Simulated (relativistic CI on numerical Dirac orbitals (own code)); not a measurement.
**Cd²³⁺: q coefficients and field-shift factors**

Computed by Dirac-Coulomb-Breit CI, separate exchange-only KLI orbitals for each configuration, derivatives by finite differences, unscaled Slater integrals, QED left out (own radial code, finite nucleus).

CI space (outside the closed core [Ne]): 3s²3p⁶3d⁷, 3s²3p⁵3d⁸, 3s²3p⁴3d⁹, 3s3p⁶3d⁸, 3p⁶3d⁹, 3s3p⁵3d⁹, 3s²3p⁶3d⁶4s, 3s²3p⁶3d⁶4p. Levels of other configurations are missing.

With x = (α/α₀)² − 1 an excitation energy changes as ω = ω₀ + qx; K = 2q/ω₀ is the relative enhancement. Terms are leading LS components, so labels can repeat. The field-shift factor is F = δν/δ⟨r²⟩ for the transition from the lowest level.

Lowest level 3s²3p⁶3d⁷ ⁴F9/2.

| Level | ω₀ (cm⁻¹) | q (cm⁻¹) | K | F (GHz/fm²) |
| --- | --- | --- | --- | --- |
| 3s²3p⁶3d⁷ ⁴F7/2 | 49052 | 55960 | 2.28 | 0.415 |
| 3s²3p⁶3d⁷ ²P3/2 | 53605 | 3864 | 0.144 | 0.0133 |
| 3s²3p⁶3d⁷ ⁴F5/2 | 56711 | 31150 | 1.1 | 0.26 |
| 3s²3p⁶3d⁷ ⁴F3/2 | 85544 | 60380 | 1.41 | 0.468 |
| 3s²3p⁶3d⁷ ⁴P5/2 | 95318 | 52590 | 1.1 | 0.472 |
| 3s²3p⁶3d⁷ ²G9/2 | 96251 | 43860 | 0.911 | 0.409 |
| 3s²3p⁶3d⁷ ⁴P1/2 | 110630 | 53570 | 0.968 | 0.418 |
| 3s²3p⁶3d⁷ ²H11/2 | 129412 | 49180 | 0.76 | 0.53 |
| 3s²3p⁶3d⁷ ²G7/2 | 131970 | 69610 | 1.05 | 0.602 |
| 3s²3p⁶3d⁷ ²D5/2 | 150560 | 92300 | 1.23 | 0.742 |
| 3s²3p⁶3d⁷ ⁴P3/2 | 151110 | 103500 | 1.37 | 0.81 |
| 3s²3p⁶3d⁷ ²P1/2 | 173226 | 112500 | 1.3 | 0.815 |
| 3s²3p⁶3d⁷ ²H9/2 | 180373 | 107400 | 1.19 | 0.948 |

At this charge energies of transitions that change n are usually good to better than 1 %, and those within a shell (Δn = 0) to a few per cent. Terms inside the open d or f shell come out 10 to 20 % too wide with unscaled integrals.
